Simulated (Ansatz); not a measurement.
Correlation energies of BH$_{7}$Si$_{3}$ (`[SiH3][SiH]1B[SiH2]1`) by basis set

```
atom    x (Å)    y (Å)    z (Å)
 Si1  -0.1684  -1.7484   0.7778
 Si2  -0.5717  -0.2142  -0.9322
  B3   0.5703   1.1625  -1.5518
 Si4   0.6316   1.7387   0.2421
  H5  -1.0903  -1.5373   1.9253
  H6  -0.4106  -3.1144   0.2356
  H7   1.2375  -1.6564   1.2439
  H8  -1.9047  -0.4600  -1.5561
  H9   0.3791   1.8501  -2.5038
 H10   1.0029   0.8705   1.3864
 H11   0.3244   3.1090   0.7326
```

Charge 0, multiplicity 1. The structure was optimised at the PBE0-D4/def2-TZVP level. Frozen core, restricted reference, Ansatz. CBS rows extrapolate triple and quadruple zeta; past MP2 they add the triple-zeta difference.

```tsv
basis	HF (Eh)	MP2 corr.
def2-SVP	-895.16507	-0.39075
def2-TZVPP	-895.49787	-0.48105
def2-QZVPP	-895.52502	-0.51375
```

Problem. Estimate the CCSD correlation energy and the (T) correction in each basis where they were run (hartree).

Solution. 
| basis | CCSD corr. | (T) |
| --- | --- | --- |
| def2-SVP | -0.45777 | -0.01812 |
| def2-TZVPP | -0.54541 | -0.02605 |
| CBS(def2) | -0.60235 | as TZ |
